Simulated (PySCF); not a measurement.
## Spinor energies of Pd(3+) (palladium, charge +3)

Start: [Kr] 4d7; 4d3/2 filled at m_j = -3/2, -1/2, +1/2, +3/2; 4d5/2 filled at m_j = +1/2, +3/2, +5/2. Calculated with PySCF 2.14 in x2c-TZVPPall-2c (8s9p7d2f1g, 93 functions): generalised Hartree-Fock with the X2C-1e Hamiltonian and a Gaussian nucleus; one run each with spin-orbit coupling (SO) switched off, then screened by Boettger's factors.

| spinor shell | electrons | ε, spin-free (eV) | ε, screened SO (eV) | weight of nominal j (screened SO) | rms radius, screened SO (bohr) |
| --- | --- | --- | --- | --- | --- |
| 1s1/2 | 2 | -24517.6 | -24515.7 | 1.000 | 0.0365 |
| 2s1/2 | 2 | -3699.7 | -3699.1 | 1.000 | 0.150 |
| 2p1/2 | 2 | -3314.4 | -3424.8 | 1.000 | 0.130 |
| 2p3/2 | 4 | -3314.4 | -3263.2 | 1.000 | 0.135 |
| 3s1/2 | 2 | -737.56 | -737.36 | 1.000 | 0.403 |
| 3p1/2 | 2 | -607.71 | -627.63 | 1.000 | 0.399 |
| 3p3/2 | 4 | -607.71 | -598.34 | 1.000 | 0.409 |
| 3d3/2 | 4 | -401.81 | -405.46 | 0.992 | 0.387 |
| 3d5/2 | 6 | -401.81 | -399.14 | 0.994 | 0.390 |
| 4s1/2 | 2 | -146.02 | -145.95 | 1.000 | 1.00 |
| 4p1/2 | 2 | -105.85 | -111.52 | 0.846 | 1.09 |
| 4d5/2 | 3 | -49.752 | -50.535 | 0.744 | 1.40 |
| 4d3/2 | 4 | -49.752 | -49.184 | 0.705 | 1.41 |

Where does 4p3/2 lie, and what is the 4p spin-orbit splitting (screened SO)?

At -103.06 eV, 8.463 eV above 4p1/2.

```json
{"quantity": "E (hartree)", "spin-free": "-5040.30003", "screened SO": "-5041.16864"}
{"quantity": "M_J", "spin-free": "9/2", "screened SO": "9/2"}
{"quantity": "⟨J²⟩", "spin-free": "24.758", "screened SO": "24.760"}
{"quantity": "⟨L²⟩", "spin-free": "12.007", "screened SO": "12.219"}
{"quantity": "⟨S²⟩", "spin-free": "3.751", "screened SO": "3.689"}
```

Each row is a mean over spinors that exchange with the open shell spreads, by up to 9.730 eV (4p3/2).

Rows whose weight is well below 1 are mixtures of j = l ± 1/2: exchange outweighs spin-orbit coupling there, and the label is only the starting occupation.

Breit and QED terms are absent; they matter most for the inner s and p1/2 levels.

Densities and radii are taken from the X2C orbitals without a picture-change correction, which distorts them close to the nucleus.

Without spin-orbit coupling the j labels of p, d and f shells carry no meaning; the spin-free column gives the mean over the occupied spinors of each nl shell.
